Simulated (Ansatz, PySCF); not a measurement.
Torsion H3–Si1–S2–H6 in H4SSi (SMILES [SiH3]S); at each angle all else is relaxed with GFN2-xTB, and the levels are single points there.
Geometry at 60° (charge 0, multiplicity 1):
```xyz
6

Si    -0.59786    -0.04524    -0.02357
S      1.42879    -0.28436    -0.69088
H     -0.73619    -0.76109     1.23814
H     -1.47134    -0.60599    -1.04646
H     -0.73300     1.39246     0.11773
H      1.41483    -1.60633    -0.77520
```
Energies count from the point at 60°.

Frozen-core correlation. CBS: X⁻³ extrapolation of the correlation energy, Hartree–Fock from the larger set. Rows in 6-31G* carry no dispersion term and start afresh at each structure (6-31G* with six Cartesian d functions).

The values were computed with Ansatz (a first-principles code); PySCF for 6-31G* rows, M06-2X. Values without a source in brackets are computed.

Energies in kcal/mol.

```csv
dihedral (°),BP86/6-31G*,B3LYP/6-31G*,M06-2X/def2-TZVPP,"MP2/CBS(cc-pV(T+d)Z, cc-pV(Q+d)Z) + ΔCCSD(T)/cc-pV(T+d)Z"
0,1.02,1.01,0.90,0.87
20,0.76,0.75,0.67,0.65
40,0.25,0.25,0.22,0.22
60,0.00,0.00,0.00,0.00
80,0.23,0.22,0.20,0.19
100,0.74,0.73,0.65,0.63
120,1.01,1.00,0.89,0.87
```
